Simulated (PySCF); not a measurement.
**Assigning NMR signals**

Numbering as in the mapped SMILES `[CH2:1]=[C:2]1[CH:3]=[C:4]1[O:5][CH:6]=[O:7]` (H(Xn): hydrogen on atom n). Ha(C1) is cis to C3; Hb(C1) is trans to C3.

No solvent model, non-relativistic, one conformer. σ from GIAO-PBE0/pcSseg-1; spin–spin couplings from B3LYP/pcJ-1 (without the spin–dipole term); PBE0-D3(BJ)/def2-SVP geometry; PySCF 2.14.0 with density-fitted response routines.

Referencing at the same level of theory: TMS for $^{13}$C and $^{1}$H.

Question: Assign these signals to the numbered atoms. $^{13}$C{$^{1}$H} NMR (computed): δ 159.3 (CH), 146.8 (C), 121.5 (C), 112.7 (CH), 62.2 (CH2).

Answer: 
| δ (ppm) | atoms | environment | reason |
| --- | --- | --- | --- |
| 159.3 | C6 | ester carbonyl carbon | it is a carbonyl in resonance with an O or N lone pair, the region of acids, esters and amides |
| 146.8 | C4 | alkene carbon bearing oxygen | an sp2 carbon further deshielded by the attached heteroatom |
| 121.5 | C2 | fully substituted alkene carbon | an sp2 carbon of a C=C bond |
| 112.7 | C3 | β carbon of an enol-ether or enamine type C=C | the O or N lone pair pushes π density onto this β carbon and shields it |
| 62.2 | C1 | terminal =CH2 carbon | – |

Question: Assign these signals to the numbered atoms. $^{1}$H NMR (500 MHz, computed): δ 7.91 (s, 1H), 6.77 (dd, J = 3.1, 1.5 Hz, 1H), 3.88 (t, J = 1.3 Hz, 1H), 3.81 (dd, J = 3.1, 1.1 Hz, 1H).

Answer: 
| δ (ppm) | atoms | environment | reason |
| --- | --- | --- | --- |
| 7.91 | H(C6) | hydrogen on an ester carbonyl carbon | – |
| 6.77 | H(C3) | hydrogen on a β carbon of an enol-ether or enamine type C=C | attached to an sp2 carbon and in the plane of the double bond |
| 3.88 | Hb(C1) | hydrogen on a terminal =CH2 carbon | attached to an sp2 carbon and in the plane of the double bond |
| 3.81 | Ha(C1) | hydrogen on a terminal =CH2 carbon | – |

Hb(C1) and Ha(C1) lie closer than the usual error of such a calculation, so a measured spectrum could show them in the other order.

Splittings below 1 Hz are ignored in the labels, and close J values are merged. Shifts are as computed. Against solution values, carbons near 30 ppm lie about +2 ppm off and those near 130 ppm about +5 ppm. Of 1211 compounds with measured shifts, 218 miss one by over three times the rms of a fit or turn the order of signals round; such compounds aren't used in these exercises.
